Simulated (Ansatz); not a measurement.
```yaml
crystal:
  periodic: [false, false, false]
  atoms:
    - {symbol: C, position_ang: [-0.992356, -0.201725, 0.566197]}
    - {symbol: Hf, position_ang: [0.895378, 0.091642, -0.509800]}
    - {symbol: F, position_ang: [2.219760, -0.750937, 0.551773]}
    - {symbol: F, position_ang: [0.671975, -0.788006, -2.173287]}
    - {symbol: Cl, position_ang: [1.205172, 2.408744, -0.716282]}
    - {symbol: H, position_ang: [-0.957143, 0.263864, 1.557529]}
    - {symbol: H, position_ang: [-1.211742, -1.266310, 0.705235]}
    - {symbol: H, position_ang: [-1.831054, 0.242728, 0.018636]}
basis:
  gaussian: {orbitals: LANL2DZ, point_charges: [{charge: 1.00, position_ang: [6.607, 0.778, -0.116]}]}
hamiltonian: {xc: {name: wB97X-V}}
accuracy: high
scf: {lower_state_search: light}
output: {forces: true}
```

```sh
$ ansatz run in.yaml --threads 2 --pin off --events-out ev --progress --plain --max-ram 32768MiB --backend cpu
```

(1) How does Ansatz answer? (Estimate.)

Answers

(1) The calculation gave: The input was rejected before any iteration.
```
Error: <dir> can't be read: No such file or directory (os error 2)
```
